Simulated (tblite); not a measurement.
Species: C7H9FO.
SMILES: `O=C1C[C@@H]2C[C@H](F)[C@H]1C2`

Level: GFN2-xTB in tblite, geometry and Hessian alike; calculated harmonic values, unscaled, isolated species. The method is semi-empirical: single wavenumbers can be off by several per cent or more.

Harmonic wavenumbers (cm⁻¹): 94.9, 118.8, 335.1, 388.5, 417.6, 431.7, 480.5, 516.2, 588.0, 684.5, 769.5, 843.3, 852.4, 906.3, 930.6, 963.7, 980.0, 992.0, 1010.2, 1023.4, 1043.1, 1080.8, 1083.5, 1119.3, 1124.3, 1157.4, 1188.4, 1196.8, 1240.9, 1253.0, 1262.2, 1281.2, 1289.4, 1297.2, 1319.7, 1434.5, 1474.1, 1490.8, 1826.9, 2918.0, 2980.1, 3002.3, 3006.5, 3008.5, 3011.2, 3017.5, 3021.2, 3032.1.

A = 2177, B = 2020, C = 1458 MHz; mass 128.064 u (most abundant isotopes); point group C1, symmetry number 1.

Q: What is the zero-point energy?

A: Half the sum of the wavenumbers: 32244 cm⁻¹ = 92.19 kcal/mol.

Q: Give the ideal-gas entropy at 298.15 K and 1 bar in the rigid-rotor, harmonic-oscillator model (classical rotation).

A: Translation 40.48, rotation 28.31, vibration 14.83: S = 83.6 cal/(mol K).

Q: And Cp and H(298.15 K) − H(0)?

A: Cp = 30.42 cal/(mol K), of which vibrations give 22.47 (their classical limit is 48 R = 95.4); H(298.15 K) − H(0) = 5.04 kcal/mol without the zero-point energy, 2.67 from vibrations.

Q: What must be added to the electronic energy to get the Gibbs energy at 298.15 K and 1 bar?

A: ZPE + [H(298.15 K) − H(0)] − T·S = 92.19 + 5.04 − 24.93 = 72.30 kcal/mol.

Q: Blend soft modes into free rotors: weight 1/[1 + (100 cm⁻¹/ν̃)⁴] for the oscillator and the rest for a rotor with moment μB/(μ + B), μ = h/(8π²ν), B = 10⁻⁴⁴ kg m². What vibrational entropy results?

A: 14.34 cal/(mol K) in place of 14.83, which changes −T·S at 298.15 K by +0.15 kcal/mol.

Hindered rotation and anharmonicity are outside this model. The structure is chiral; the term R ln 2 for an equal mix with its mirror image is left out.

Hardware: Arm Neoverse V2, one thread, no GPU (shared host). The figure is for the frequency step alone.
